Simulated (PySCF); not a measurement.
Cartesian coordinates (Å):
```xyz
14

Ta    -0.0451    -0.4266     0.5912
O      0.1414     0.6987    -0.9761
H      0.4307     1.4728    -1.4803
O     -0.7769    -2.0307    -0.2171
H     -1.6772    -2.1436    -0.5695
N     -0.0632    -1.2955     2.4231
H     -0.4283    -2.2438     2.5741
H      0.2906    -0.9319     3.3155
N     -1.3078     0.9746     1.3013
H     -1.6979     0.9735     2.2479
H     -1.4862     1.8703     0.8351
N      1.9523    -0.2262     0.8367
H      2.4962    -0.6635     1.5850
H      2.5483     0.3719     0.2557
```
Charge 0, multiplicity 1.

Problem. What HOMO–LUMO gap, charge on the central atom (Mulliken), total energy, LUMO and HOMO does TPSSh-D3(BJ)/def2-TZVP // BP86-D3(BJ)/def2-SVP (PySCF) give?

Solution. 
| Property | Result |
|---|---|
| HOMO–LUMO gap | 5.17 eV |
| charge on the central atom (Mulliken) | 1.42 e |
| total energy | -376.9027 Ha |
| LUMO | -0.82 eV |
| HOMO | -5.99 eV |
